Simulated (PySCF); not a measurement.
Computed with ωB97X-D3(BJ)/def2-TZVP // PBE0-D3(BJ)/def2-TZVP in PySCF. Isolated molecules, 0 K electronic values unless said otherwise. 

Reference species (SMILES): `C=[SiH2]` (neutral, multiplicity 1).

```yaml
dipole_moment: 0.92 D
```

Changed species: `F[SiH]=C` (whole molecule; the reference has whole molecule).

Task: Give the shifts of the dipole moment.

Result: the dipole moment goes up by 0.22 D, to 1.14 D.
